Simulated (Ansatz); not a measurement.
Consider the ligand exchange at a B–N bond: `B/N=C(/O)[SiH3]` + `C[Si](O)(O)O` → `BO[Si](C)(O)O` + `N=C(O)[SiH3]`.

Isolated molecules relaxed with PBE0-D4/def2-TZVP in Ansatz; ΔE leaves out vibrations. CBS: MP2 limit from def2 TZ/QZ plus the TZ coupled-cluster correction, frozen cores. Each species was taken in one conformer, which may not be the lowest.

```
          species  CCSD(T)/def2-TZVPP energy (Eh)
`B/N=C(/O)[SiH3]`                      -485.28204
   `C[Si](O)(O)O`                      -556.28505
  `BO[Si](C)(O)O`                      -581.69749
   `N=C(O)[SiH3]`                      -459.88079
```

Task: Work out ΔE.

Result: ΔE = (-581.69749) + (-459.88079) − (-485.28204) − (-556.28505) = -0.01119 Eh = -0.30 eV. CCSD(T)/CBS gives -0.29 eV.

Largest T1 diagnostic among the species: 0.015.

From PBE to PBE0 (25 % exact exchange), in def2-TZVPP and without D4, ΔE moves by −0.07 eV. In def2-TZVPP, CCSD(T) changes the Hartree–Fock value by +0.15 eV (the triples alone add +0.02 eV) and MP2 by +0.19 eV.
